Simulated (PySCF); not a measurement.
OSr, SMILES [O]=[Sr].

The structure is a stationary point at B3LYP-D3(BJ)/def2-TZVPD. The def2 effective core potentials stand for the cores of Sr; spin–orbit coupling is left out.

Two levels are set side by side: PBE/def2-TZVPD (PySCF) and ωB97X/def2-TZVPD (PySCF). Same geometry, gas phase. Differences are taken from unrounded values.

```
quantity                       PBE
---------------------------  -----
orbital gap (eV)              1.32
highest occupied level (eV)  -3.64
lowest empty level (eV)      -2.33
dipole moment (D)             7.94
mean polarisability (bohr³)   65.8
```

**Question.** These are the PBE values. What does ωB97X give? (Estimate from the structure and the level; the computed values follow.)

**Answer.** 
```tsv
quantity	ωB97X	PBE minus ωB97X
orbital gap (eV)	6.39	-5.08
highest occupied level (eV)	-6.60	2.96
lowest empty level (eV)	-0.21	-2.12
dipole moment (D)	10.22	-2.28
mean polarisability (bohr³)	47.1	18.7
```

Without exact exchange PBE keeps part of each electron's self-repulsion, which lifts occupied levels and narrows the gap. PBE's more diffuse valence density responds more strongly to a field. Differences between two approximate levels are no errors against the true value.

Rough cost on one machine, each run with all the roots and properties that it gave: ωB97X against PBE within a factor of 2.
